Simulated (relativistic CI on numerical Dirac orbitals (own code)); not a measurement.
# Sensitivity of the levels of K16+ to α and to the nuclear radius

These numbers are calculated, not measured: Dirac-Coulomb-Breit CI, separate exchange-only KLI orbitals for each configuration, derivatives by finite differences, unscaled Slater integrals, QED left out (own radial code, finite nucleus).

Configurations in the expansion (outside the closed core 1s2): 2s, 2p, 3s, 3p, 3d. Levels of other configurations are missing.

With x = (α/α₀)² − 1 an excitation energy changes as ω = ω₀ + qx; K = 2q/ω₀ is the relative enhancement. Terms are leading LS components, so labels can repeat. The field-shift factor is F = δν/δ⟨r²⟩ for the transition from the lowest level.

Lowest level 2s 2S_1/2.

```json
{"Level": "2p 2P°_1/2", "ω₀ (cm⁻¹)": "275964", "q (cm⁻¹)": "7177", "F (GHz/fm²)": "-25"}
{"Level": "2p 2P°_3/2", "ω₀ (cm⁻¹)": "308312", "q (cm⁻¹)": "39860", "F (GHz/fm²)": "-25"}
{"Level": "3s 2S_1/2", "ω₀ (cm⁻¹)": "4700500", "q (cm⁻¹)": "29970", "F (GHz/fm²)": "-14.6"}
{"Level": "3p 2P°_1/2", "ω₀ (cm⁻¹)": "4776938", "q (cm⁻¹)": "31910", "F (GHz/fm²)": "-21.8"}
{"Level": "3p 2P°_3/2", "ω₀ (cm⁻¹)": "4786464", "q (cm⁻¹)": "41540", "F (GHz/fm²)": "-21.8"}
{"Level": "3d 2D_3/2", "ω₀ (cm⁻¹)": "4814537", "q (cm⁻¹)": "41180", "F (GHz/fm²)": "-21.5"}
{"Level": "3d 2D_5/2", "ω₀ (cm⁻¹)": "4817548", "q (cm⁻¹)": "44200", "F (GHz/fm²)": "-21.5"}
```

At this charge energies of transitions that change n are usually good to better than 1 %, and those within a shell (Δn = 0) to a few per cent.

**Question.** Which transition from the lowest level has the largest |K|?

**Answer.** 2p 2P°_3/2 at 308312 cm⁻¹, K = 0.259.
